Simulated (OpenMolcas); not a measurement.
Zr3+ among 6 point charges of -0.85 e arranged as an octahedron (Oh), 1.92 Å from the ion.

| Property | Result |
| --- | --- |
| Program | OpenMolcas |
| Method | SS-CASPT2, IPEA 0.25 Eh, imaginary shift 0.1 Eh (closed shells correlated: 4s 4p) |
| Basis | ANO-RCC-VDZP [6s5p3d1f] |
| Scalar Hamiltonian | DKH2, point nucleus |
| Active space | 1 electron in 5 orbitals (4d) |
| State averaging | 2S+1 = 2 even, 5 roots |
| Spin-orbit coupling | state interaction with AMFI integrals over the reference wave functions |

Task: What is the spin-free ground state (labels of O, the rotations of Oh)?

Result: 2T2, 3-fold in its orbital part, 100 % from free-ion D terms; it has the highest spin that d1 allows.

Task: Where is the first state of the same spin?

Result: 2E at 12500 cm-1 above the ground state.

Task: What are the lowest two levels with spin-orbit coupling?

Result: A 4-fold level Γ8, then a 2-fold level Γ7 690 cm-1 above it. Their leading multiplicities are 2 (100 %) and 2 (100 %).

Task: What is χT at 300 K, and how does it compare with the textbook value?

Result: The lowest level has 2S+1 = 2, for which the spin-only value is χT = S(S+1) / 2 = 0.375 cm3 K/mol (g = 2). The computed 0.224 at 300 K differs by -0.151, through orbital momentum, spin-orbit coupling and any other state in reach. With a threefold ground state the orbital momentum is unquenched, so the spin-only value is not expected to hold.

Task: Which ligand-field parameters describe the states?

Result: The gap between the two states is 10Dq = 12522 cm-1. 

An orbital triplet at a regular site is open to Jahn-Teller coupling, which can distort the site and quench the lowest spin-orbit gaps and is left out. This field is weak: 10Dq is about 12522 cm-1, while octahedral complexes of 4d ions of charge 3 and more, computed by the same method with explicit ligands, had a median near 25000 cm-1. Ground spin and moment need not be those of a real site. Free-ion shares, where given, are those of the reference states; single-state CASPT2 does not remix them. This is an electrostatic model: the charges have no orbitals. No measured value stands beside these numbers.
